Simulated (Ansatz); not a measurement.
Consider the formal hydrolysis of a Ga–Si bond: `O[SiH2][GaH][OH]` + H₂O → `[OH][GaH][OH]` + `O[SiH3]`.

Computed with Ansatz on PBE0-D4/def2-TZVP structures; ΔE is electronic, products minus reactants. CCSD(T)/CBS is the MP2 limit (def2-TZVPP, def2-QZVPP) plus CCSD(T) − MP2 in def2-TZVPP, frozen cores. This one scheme is used for every species. DFT in def2-TZVPP. B3LYP here is the variant with VWN-RPA as its local correlation; programs differ in this. HSE06 is defined as in plane-wave codes. For Ga outer-core shells are correlated without core-valence functions, which leaves a few kJ/mol of doubt a bond. Scalar relativity is left out up to krypton. Each species was taken in one conformer, which may not be the lowest.

`O[SiH2][GaH][OH]`:

```xyz
9

O     0.452   -1.822   -0.026
Si    1.324   -0.421   -0.057
Ga   -0.413    1.238    0.024
O    -1.833    0.111    0.075
H    -0.501   -1.675    0.012
H     2.157   -0.345   -1.290
H     2.259   -0.358    1.101
H    -0.734    2.772    0.047
H    -2.709    0.499    0.113
```

H₂O:

Cartesian coordinates in Å:
```
O 0.349 -0.138 -0.101
H 0.105 0.279 0.727
H -0.454 -0.141 -0.626
```

`[OH][GaH][OH]`:

Cartesian coordinates in Å:
```
O -0.720 -0.003 -1.226
Ga -0.165 0.061 0.471
O 1.591 -0.166 0.621
H -1.663 0.116 -1.347
H -1.064 0.287 1.708
H 2.021 -0.295 -0.228
```

`O[SiH3]`:

```xyz
6

O     0.124   -1.079    0.680
Si   -0.200    0.305   -0.153
H     1.026   -1.401    0.680
H     0.581    1.459    0.372
H    -1.648    0.556    0.022
H     0.117    0.161   -1.601
```

| level | ΔE (kcal/mol) |
| --- | --- |
| B3LYP-D4 | -10.9 |
| HSE06-D4 | -8.7 |
| ωB97M-V | -11.6 |
| PBE-QIDH | -12.3 |
| revPBE | -9.5 |
| MP2/def2-SVP | -17.5 |
| CCSD(T)/def2-TZVPP | -13.4 |
| HF/def2-QZVPP | -18.9 |

Problem. What does CCSD(T)/CBS give? (Best estimate.)

Solution. Ansatz gave: -11.7 kcal/mol. The listed levels differ from it by 0.8, 3.0, 0.1, -0.6, 2.2, -5.8, -1.7, -7.2 kcal/mol.

Largest T1 diagnostic among the species: 0.015.

The D4 term adds +1.8 kcal/mol with B3LYP and +1.0 kcal/mol with PBE0; it sums over pairs of atoms, weighted by their polarisabilities, and B3LYP, whose exchange is more repulsive, gets the larger term. At CCSD(T), def2-SVP lies −4.0 kcal/mol from the extrapolated value and def2-TZVPP −1.6 kcal/mol. From BLYP to BHLYP (50 % exact exchange), in def2-TZVPP and without D4, ΔE moves by −2.0 kcal/mol.
